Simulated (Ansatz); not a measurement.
Ga₂N₂. The state is a singlet with charge 0. Geometry PBE-D4/def2-SVP; atoms count from 1.

```csv
atom,x (Å),y (Å),z (Å)
Ga1,-1.450,-0.559,1.215
Ga2,0.153,-0.996,-1.359
N3,0.216,0.613,0.433
N4,1.081,0.942,-0.290
```

At PBE0-D4/def2-TZVP a triplet of charge 0 lies 0.17 eV below the restricted singlet, each at its own geometry. The structure comes from a short search, and lower isomers may exist.

(1) Estimate the Mulliken populations from the PBE0/def2-TZVP orbitals of Ansatz.

(2) And the Mayer bond orders between heavy atoms (over 0.3)?

Answers

(1) 
```tsv
atom	charge (e)
Ga1	0.14
Ga2	0.15
N3	-0.13
N4	-0.16
```
Mulliken values depend strongly on the basis.

(2) Ga1–Ga2 0.46 (3.06 Å); Ga1–N3 0.51 (2.18 Å); Ga2–N3 0.34 (2.41 Å); Ga2–N4 0.43 (2.40 Å); N3–N4 2.07 (1.17 Å).
